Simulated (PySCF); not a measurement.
## Radial density of S²⁺ (sulfur, charge +2)

UHF, [Ne] 3s2 3p2, high-spin 3P determinant. All numbers are calculated (PySCF 2.14, the non-relativistic Hamiltonian (point nucleus), in def2-TZVP).

| r (bohr) | 4πr²ρ (e/bohr) | 4πr²(ρα − ρβ) |
| --- | --- | --- |
| 0.00184 | 0.1068 | 0.0000 |
| 0.00309 | 0.2914 | 0.0000 |
| 0.00520 | 0.7682 | 0.0001 |
| 0.00875 | 1.944 | 0.0002 |
| 0.0147 | 4.542 | 0.0005 |
| 0.0248 | 9.351 | 0.0017 |
| 0.0416 | 15.52 | 0.0068 |
| 0.0700 | 18.29 | 0.0293 |
| 0.118 | 14.03 | 0.1096 |
| 0.198 | 12.71 | 0.2634 |
| 0.333 | 17.70 | 0.2558 |
| 0.561 | 10.42 | -0.0151 |
| 0.943 | 2.820 | 0.5891 |
| 1.59 | 2.757 | 1.3220 |
| 2.67 | 0.6320 | 0.3851 |
| 4.49 | 0.01314 | 0.0087 |
| 7.55 | 1.474e-05 | 0.0000 |

(1) Where is the radial spin density 4πr²(ρα − ρβ) most negative, and why is it negative at all?

## Answers

(1) Around r = 0.561 bohr, down to -0.0151 e/bohr: exchange with the open shell polarises the paired shells in an unrestricted calculation.
